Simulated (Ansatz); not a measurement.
`[Cl][SnH2][I]` + `N=C=O` → `O=C=[N][SnH2][Cl]` + HI at 600 K and 1 bar (ligand exchange at the Sn–I bond).

Gas-phase electronic energies from Ansatz, PBE0-D4/def2-TZVP geometries. CCSD(T)/CBS adds triple-zeta CCSD(T) − MP2 to the extrapolated MP2 energy (def2 sets, frozen cores). This one scheme is used for every species. Elements past krypton have def2 core potentials. For I, Sn outer-core shells are correlated without core-valence functions, which leaves a few kJ/mol of doubt a bond. One conformer a species, not always the lowest.

```
            species  CCSD(T)/CBS energy (Eh)  H − E (kJ/mol)  S (J/(mol·K))
    `[Cl][SnH2][I]`               -972.52417            82.3          397.8
            `N=C=O`               -168.51995            83.3          274.5
`O=C=[N][SnH2][Cl]`               -842.98343           128.5          450.6
                 HI               -298.03592            31.6          227.0
```

H − E and S are ideal-gas, rigid-rotor, harmonic terms from PBE0-D4/def2-TZVP, for one conformer and one mirror image of each species. 1 Eh = 2625.50 kJ/mol, R = 8.31446 J/(mol·K).

**Question.** By hand: ΔE, ΔH, ΔS and ΔG.

**Answer.** ΔE = (-842.98343) + (-298.03592) − (-972.52417) − (-168.51995) = 0.02477 Eh = 65.0 kJ/mol. Δ(H − E) = 128.5 + 31.6 − 82.3 − 83.3 = -5.5, so ΔH = 59.5 kJ/mol. ΔS = 450.6 + 227.0 − 397.8 − 274.5 = 5.3 J/(mol·K). ΔG = 59.5 − 600 × (5.3)/1000 = 56.3 kJ/mol.

**Question.** By hand: the equilibrium constant, and the temperature at which ΔG would vanish if ΔH and ΔS stayed fixed.

**Answer.** log₁₀ K = −ΔG/(RT ln 10) = -4.9. ΔG = 0 at ΔH/ΔS = 11226 K, far beyond where these terms or the molecules hold.

The number of gas molecules stays the same, so ΔS is small and ΔH decides. A doubt of 5 kJ/mol in ΔE shifts log₁₀ K by 0.4 here. Other conformers and mirror images would add mixing entropy, several J/(mol·K) or more a flexible species. Modes under 60 cm⁻¹, often nearly free rotors, make the harmonic entropy too high. These are equilibria of isolated gas molecules and say nothing of rates. Largest T1 diagnostic: 0.018 (customary marks: 0.02 for closed shells, 0.045 for open ones).
